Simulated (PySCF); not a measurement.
# Computed records: FH₂OSi, H₃OSi, Cl₂H₂OSi

Calculation on a computer-drawn molecule: optimised geometry and harmonic frequencies of an isolated molecule of the commonest isotopes, restricted reference for singlets and unrestricted otherwise, frozen core in MP2. Program: PySCF 2.14.0.

Common to all runs: multiplicity 1; basis cc-pV(D+d)Z.

(1) FH₂OSi

Start structure:
```xyz
5
FH2OSi
O     -1.7539     0.1134    -0.5406
Si    -0.8637     0.4702     0.6240
F     -1.2806     0.2337     2.0413
H     -2.5670    -0.2563    -0.8969
H      0.4702     1.0343     0.3246
```

| Property | Result |
| --- | --- |
| charge | 1 |
| method | HF |
| rotational constants | 35.82, 7.674, 6.32 GHz |
| total energy | -464.2027 hartree |
| convergence status largest gradient component | 2.496e-05 hartree/bohr |

Drawn bonds:
| atom | other atom | order |
| --- | --- | --- |
| 1 | 2 | 1 |
| 2 | 3 | 1 |
| 1 | 4 | 1 |
| 2 | 5 | 1 |

Optimised structure:
```xyz
5
FH2OSi
O     -1.7226     0.1168    -0.6420
Si    -0.8336     0.4709     0.5695
F     -1.3225     0.2192     2.0166
H     -2.5924    -0.2574    -0.7650
H      0.4761     1.0459     0.3734
```

Modes:
| frequency (cm⁻¹) | reduced mass (dalton) |
| --- | --- |
| 335.5 | 4.406 |
| 502.9 | 1.333 |
| 635 | 1.391 |
| 656.8 | 1.208 |
| 843.6 | 1.084 |
| 997.1 | 8.824 |
| 1212 | 10.11 |
| 2535 | 1.048 |
| 4047 | 1.07 |

(2) FH₂OSi

Start structure:
```xyz
5
FH2OSi
O     -1.7226     0.1168    -0.6420
Si    -0.8336     0.4709     0.5695
F     -1.3225     0.2192     2.0166
H     -2.5924    -0.2574    -0.7650
H      0.4761     1.0459     0.3734
```

| Item | Value |
| --- | --- |
| charge | 1 |
| method | MP2 |
| rotational constants | 36.17, 7.305, 6.077 GHz |
| total energy | -464.6596 hartree |
| convergence status largest gradient component | 2.178e-05 hartree/bohr |

Drawn bonds:
| atom | other atom | order |
| --- | --- | --- |
| 1 | 2 | 1 |
| 2 | 3 | 1 |
| 1 | 4 | 1 |
| 2 | 5 | 1 |

Optimised structure:
```xyz
5
FH2OSi
O     -1.7066     0.1254    -0.6898
Si    -0.8365     0.4694     0.5747
F     -1.3300     0.2152     2.0462
H     -2.6004    -0.2617    -0.7438
H      0.4785     1.0471     0.3651
```

Modes:
| frequency (cm⁻¹) | reduced mass (dalton) |
| --- | --- |
| 313.8 | 5.038 |
| 475.6 | 1.435 |
| 633.6 | 1.144 |
| 658.4 | 1.376 |
| 802.8 | 1.107 |
| 944.1 | 6.401 |
| 1149 | 10.09 |
| 2464 | 1.047 |
| 3780 | 1.07 |

(3) H₃OSi

Start structure:
```xyz
5
H3OSi
O     -1.0464    -1.4590     1.2349
Si     0.1981    -0.7701     1.5677
H     -1.5937    -2.2118     1.1587
H      0.1285     0.7347     1.5020
H      1.3951    -1.4800     1.9045
```

| Property | Result |
| --- | --- |
| charge | 1 |
| method | HF |
| rotational constants | 133.9, 16.46, 14.65 GHz |
| total energy | -365.2895 hartree |
| convergence status largest gradient component | 1.553e-05 hartree/bohr |

Drawn bonds:
| atom | other atom | order |
| --- | --- | --- |
| 1 | 2 | 1 |
| 1 | 3 | 1 |
| 2 | 4 | 1 |
| 2 | 5 | 1 |

Optimised structure:
```xyz
5
H3OSi
O     -1.1816    -1.3871     1.2214
Si     0.1872    -0.7147     1.5608
H     -1.4591    -2.2980     1.1788
H      0.1838     0.7366     1.5095
H      1.3513    -1.5230     1.8973
```

Modes:
| frequency (cm⁻¹) | reduced mass (dalton) |
| --- | --- |
| 579.9 | 1.127 |
| 623.2 | 1.066 |
| 773.2 | 1.357 |
| 805.3 | 1.153 |
| 1007 | 1.088 |
| 1124 | 5.634 |
| 2451 | 1.027 |
| 2509 | 1.062 |
| 4071 | 1.07 |

(4) H₃OSi

Start structure:
```xyz
5
H3OSi
O     -1.1816    -1.3871     1.2214
Si     0.1872    -0.7147     1.5608
H     -1.4591    -2.2980     1.1788
H      0.1838     0.7366     1.5095
H      1.3513    -1.5230     1.8973
```

| Item | Value |
| --- | --- |
| charge | 1 |
| method | MP2 |
| rotational constants | 128.3, 16.05, 14.26 GHz |
| total energy | -365.5607 hartree |
| convergence status largest gradient component | 2.984e-05 hartree/bohr |

Drawn bonds:
| atom | other atom | order |
| --- | --- | --- |
| 1 | 2 | 1 |
| 1 | 3 | 1 |
| 2 | 4 | 1 |
| 2 | 5 | 1 |

Optimised structure:
```xyz
5
H3OSi
O     -1.2193    -1.3626     1.2103
Si     0.1896    -0.7131     1.5614
H     -1.4251    -2.3154     1.1886
H      0.1862     0.7443     1.5100
H      1.3502    -1.5394     1.8975
```

Modes:
| frequency (cm⁻¹) | reduced mass (dalton) |
| --- | --- |
| 598.3 | 1.133 |
| 627.2 | 1.059 |
| 761.3 | 1.135 |
| 766.6 | 1.408 |
| 955.3 | 1.101 |
| 1062 | 4.663 |
| 2384 | 1.027 |
| 2451 | 1.062 |
| 3785 | 1.069 |

(5) Cl₂H₂OSi

Start structure:
```xyz
6
Cl2H2OSi
O     -0.4195    -0.2164     1.0828
Si    -0.0569     1.0234     0.1479
Cl    -1.6570     2.0537    -0.4724
Cl     1.1265     2.2786     1.1988
H     -1.0446    -0.0997     1.9174
H      0.6487     0.2591    -0.8798
```

| Quantity | Value |
| --- | --- |
| charge | 0 |
| method | HF |
| rotational constants | 4.665, 2.473, 1.756 GHz |
| total energy | -1284.1367 hartree |
| convergence status largest gradient component | 2.39e-05 hartree/bohr |

Drawn bonds:
| atom | other atom | order |
| --- | --- | --- |
| 1 | 2 | 1 |
| 2 | 3 | 1 |
| 2 | 4 | 1 |
| 1 | 5 | 1 |
| 2 | 6 | 1 |

Optimised structure:
```xyz
6
Cl2H2OSi
O     -0.5246    -0.2479     1.1469
Si    -0.0470     0.9589     0.1777
Cl    -1.6620     2.0188    -0.5151
Cl     1.1678     2.2677     1.1894
H     -1.0157    -0.0804     1.9385
H      0.6786     0.3816    -0.9427
```

Modes:
| frequency (cm⁻¹) | reduced mass (dalton) |
| --- | --- |
| 193.3 | 1.409 |
| 198.1 | 20.49 |
| 315.7 | 6.394 |
| 318.8 | 3.209 |
| 534.2 | 15.31 |
| 602.7 | 14.08 |
| 826.2 | 1.268 |
| 871.6 | 1.085 |
| 923.9 | 1.174 |
| 977.6 | 4.776 |
| 2448 | 1.043 |
| 4165 | 1.067 |
